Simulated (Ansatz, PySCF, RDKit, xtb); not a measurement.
Noncovalent pair: C2H2 (SMILES C#C) (first 4 atoms) with H2S (SMILES S); geometry from B3LYP-D3(BJ)/def2-TZVP, rigid monomers moved along the line of their centres of mass till C2···H7 is 3.70 Å.
(charge 0, multiplicity 1):
```xyz
7

C      0.519     0.272    -0.157
C     -0.592    -0.149    -0.007
H      1.505     0.646    -0.289
H     -1.579    -0.521     0.127
S      0.223     1.066     4.802
H      0.713    -0.168     4.999
H      0.124     0.879     3.474
```

Counterpoise-corrected where a basis set is named; no monomer relaxation. Rows marked so take none.

Rows in 3-21G, STO-3G carry no dispersion term and start afresh at each structure.

Run with Ansatz (a first-principles code); PySCF for 3-21G rows, STO-3G rows, the dispersion terms; RDKit for the force fields; xtb for the GFN methods. Each number belongs to the level named beside it.

```json
[
 {"level": "MMFF94", "interaction energy (meV)": "-20.6"},
 {"level": "GFN2-xTB", "interaction energy (meV)": "-29.2"},
 {"level": "HF/STO-3G (no counterpoise)", "interaction energy (meV)": "-7.0"},
 {"level": "HF/aug-cc-pV(D+d)Z", "interaction energy (meV)": "-21.5"},
 {"level": "HF/aug-cc-pV(T+d)Z", "interaction energy (meV)": "-20.8"},
 {"level": "PBE-D4/def2-TZVPPD", "interaction energy (meV)": "-39.8"},
 {"level": "r2SCAN-D3(BJ)/def2-TZVPPD", "interaction energy (meV)": "-35.3"},
 {"level": "B3LYP/3-21G (no counterpoise)", "interaction energy (meV)": "-30.5"},
 {"level": "B3LYP/def2-TZVPPD", "interaction energy (meV)": "…"}
]
```

Question: Fill in the missing entries.

Answer: 
- B3LYP/def2-TZVPPD, interaction energy (meV): -16.7
